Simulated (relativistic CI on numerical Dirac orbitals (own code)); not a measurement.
Spin-allowed bands of a d8 ion in an octahedral site, by hand

Problem. Take Δ = 7000 cm⁻¹ and B = 670 cm⁻¹ for a d8 ion in an octahedral site. Calculate the three spin-allowed bands.

Working.
1. The terms of highest spin are 3F (energy 0) and 3P (15B = 10050 cm⁻¹). Here the F term splits into A2 at −1.2Δ = -8400, T2 at −0.2Δ = -1400 and T1 at +0.6Δ = 4200 cm⁻¹.
2. The two T1 states mix through the element 0.4Δ: H = [[4200, 2800], [2800, 10050]], with roots ½(H₁₁ + H₂₂) ∓ ½√[(H₂₂ − H₁₁)² + 4H₁₂²] = ½(14250) ∓ ½(8098) = 3076 and 11174 cm⁻¹.
3. The ground term is 3A2 at -8400 cm⁻¹.
4. Bands: 3T2 7000 cm⁻¹ (1429 nm), 3T1(F) 11476 cm⁻¹ (871 nm), 3T1(P) 19574 cm⁻¹ (511 nm).

Check. Exact diagonalisation of the whole d8 shell with these parameters gives 3T2 7000, 3T1 11476, 3T1 19574 cm⁻¹. The match is exact, since without spin-orbit coupling no other term has this spin. The ratio of the second band to the first, 1.639, depends on Δ/B = 10.4 alone, which is how a Tanabe-Sugano diagram is read.
